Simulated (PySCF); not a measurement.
Si(OMe)Cl3, CH3Cl3OSi.
InChI=1S/CH3Cl3OSi/c1-5-6(2,3)4/h1H3

The closed-shell ground state was solved at several levels (PySCF, density fitting, gas phase, non-relativistic). Geometry: PBE0-D3(BJ)/def2-SVP; no solvent, vibrations or thermal averaging.

```json
{"level": "KT2/pcSseg-1", "basis functions": "145", "total energy (Eh)": "-1799.8199", "HOMO (eV)": "-7.69", "LUMO (eV)": "-1.37", "gap (eV)": "6.32", "dipole (D)": "2.04"}
{"level": "PBE0/pcSseg-1", "basis functions": "145", "total energy (Eh)": "-1784.6363", "HOMO (eV)": "-9.17", "LUMO (eV)": "-0.16", "gap (eV)": "9.01", "dipole (D)": "2.15"}
```

(1) What might B3LYP/def2-SVPD (172 basis functions) give for the same quantities?

(2) Over all these levels, which gives the widest orbital gap and which the narrowest?

(3) How far do the dipole and the HOMO energy spread over the levels?

Results:

(1) Total energy -1784.8927 Eh, HOMO -8.87 eV, LUMO -0.76 eV, gap 8.11 eV, dipole 1.85 D.

(2) PBE0/pcSseg-1 (global hybrid, 25 % exact exchange) has the widest, 9.01 eV, and KT2/pcSseg-1 (GGA) the narrowest, 6.32 eV. The two share the basis. From the narrowest to the widest the HOMO moves by -1.48 eV and the LUMO by +1.21 eV.

(3) The dipole runs from 1.85 to 2.15 D (mean 2.01 D) and the HOMO from -9.17 to -7.69 eV.
